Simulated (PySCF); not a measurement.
## Scalar relativity in Ar²⁺ (argon, charge +2)

[Ne] 3s2 3p4, high-spin 3P determinant; PBE calculated with PySCF 2.14 in dyall-av3z (19s12p3d2f, 84 functions), once non-relativistic with a point nucleus and once with spin-free X2C-1e and a Gaussian nucleus.

| shell | ε non-rel. (eV) | ε X2C (eV) | rms r non-rel. (bohr, spins averaged) | rms r X2C (bohr, spins averaged) | change of radius (%) |
| --- | --- | --- | --- | --- | --- |
| 1s α | -3137.5 | -3149.6 | 0.09991 | 0.09926 | -0.66 |
| 1s β | -3137.0 | -3149.1 | 0.09991 | 0.09926 | -0.66 |
| 2s α | -324.77 | -326.93 | 0.4530 | 0.4506 | -0.53 |
| 2s β | -324.35 | -326.51 | 0.4530 | 0.4506 | -0.53 |
| 2p α | -260.00 | -260.03 | 0.4200 | 0.4193 | -0.17 |
| 2p β | -259.40 | -259.43 | 0.4200 | 0.4193 | -0.17 |
| 3s α | -51.436 | -51.696 | 1.432 | 1.427 | -0.39 |
| 3s β | -48.506 | -48.762 | 1.432 | 1.427 | -0.39 |
| 3p α | -36.478 | -36.469 | 1.584 | 1.583 | -0.05 |
| 3p β | -34.155 | -34.143 | 1.584 | 1.583 | -0.05 |

The total energy goes from -525.7542 to -527.5856 hartree.

Ionisation energy, Ar²⁺ [Ne] 3s2 3p4 (3P) → Ar³⁺ [Ne] 3s2 3p3 (4S) (eV):

```json
{"method": "UHF", "non-relativistic": "39.387", "spin-free X2C": "39.379", "shift": "-0.008"}
{"method": "MP2 (valence)", "non-relativistic": "40.215", "spin-free X2C": "40.210", "shift": "-0.005"}
{"method": "SCS-MP2 (valence)", "non-relativistic": "40.306", "spin-free X2C": "40.302", "shift": "-0.004"}
{"method": "CCSD (valence)", "non-relativistic": "40.324", "spin-free X2C": "40.319", "shift": "-0.004"}
{"method": "CCSD(T) (valence)", "non-relativistic": "40.350", "spin-free X2C": "40.346", "shift": "-0.004"}
{"method": "LDA", "non-relativistic": "40.854", "spin-free X2C": "40.846", "shift": "-0.008"}
{"method": "PBE", "non-relativistic": "40.719", "spin-free X2C": "40.710", "shift": "-0.009"}
{"method": "PBE0", "non-relativistic": "40.718", "spin-free X2C": "40.709", "shift": "-0.009"}
{"method": "r2SCAN", "non-relativistic": "40.687", "spin-free X2C": "40.681", "shift": "-0.006"}
{"method": "PW91", "non-relativistic": "40.818", "spin-free X2C": "40.810", "shift": "-0.009"}
```

Relativity contracts and stabilises s shells directly. The contracted s shells screen the nucleus better, so for spin-averaged p shells the direct and indirect effects partly cancel.
